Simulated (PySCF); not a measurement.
C2H5ClSi2, SMILES [SiH2](C#C)[SiH2]Cl, B3LYP/def2-SVP optimised geometry.

```
10

C      2.37     1.22     0.00
C      1.15     1.22     0.00
Si    -0.69     1.14    -0.01
Si    -1.35    -1.11    -0.21
Cl    -3.44    -1.16    -0.22
H      3.44     1.23     0.00
H     -1.22     1.93    -1.16
H     -1.22     1.71     1.26
H     -0.86    -1.71    -1.48
H     -0.87    -1.93     0.94
```

Density from B3LYP/def2-TZVP (PySCF 2.14.0) at that geometry.

Minimum of the electron density along straight lines between bonded atoms, close to the bond critical point (lines longer than 1.1 times the sum of covalent radii, or with two minima, are not listed):

```tsv
bond	length / Å	ρ at the minimum / e bohr⁻³	∇²ρ there / e bohr⁻⁵	position (fraction from the first atom)
C1–C2	1.218	0.414	[?]	0.52
C2–Si3	1.838	0.117	0.30	0.61
Si3–Si4	2.356	0.096	[?]	0.48
Si4–Cl5	2.094	0.092	[?]	0.36
C1–H6	1.075	0.286	-1.06	0.67
Si3–H7	1.490	0.121	0.14	0.49
Si3–H8	1.490	0.121	0.14	0.49
Si4–H9	1.490	0.123	0.14	0.49
Si4–H10	1.490	0.122	0.14	0.49
```

Q: Fill in the missing entries.

A: 
- C1–C2, ∇²ρ there / e bohr⁻⁵: -1.24
- Si3–Si4, ∇²ρ there / e bohr⁻⁵: -0.17
- Si4–Cl5, ∇²ρ there / e bohr⁻⁵: 0.18
